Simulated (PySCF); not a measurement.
Compound: C₁₃H₁₂.
SMILES: `C#C[C@@]1(C)C[C@]12C=CC=C2C#CC`

The closed-shell ground state was solved at several levels (PySCF, density fitting, gas phase, non-relativistic). Geometry: PBE0-D3(BJ)/def2-SVP; no solvent, vibrations or thermal averaging.

```tsv
level	basis functions	total energy (Eh)	HOMO (eV)	LUMO (eV)	gap (eV)	dipole (D)
PBE0/def2-SVPD	356	-501.4784	-5.82	-1.27	4.55	0.98
B3LYP/pcJ-1	471	-502.4473	-5.60	-1.38	4.22	1.01
PBE0/pcSseg-1	281	-501.7511	-5.82	-1.24	4.58	1.06
```

Problem. Estimate the row for PBE/pcSseg-1, a basis of 281 functions; the other rows only guide the guess.

Solution. Total energy -501.7103 Eh, HOMO -4.87 eV, LUMO -2.03 eV, gap 2.84 eV, dipole 1.11 D.

Problem. Over all these levels, which gives the widest orbital gap and which the narrowest?

Solution. PBE0/pcSseg-1 (global hybrid, 25 % exact exchange) has the widest, 4.58 eV, and PBE/pcSseg-1 (GGA) the narrowest, 2.84 eV. The two share the basis. From the narrowest to the widest the HOMO moves by -0.95 eV and the LUMO by +0.79 eV.

Problem. How far do the dipole and the HOMO energy spread over the levels?

Solution. The dipole runs from 0.98 to 1.11 D (mean 1.04 D) and the HOMO from -5.82 to -4.87 eV.
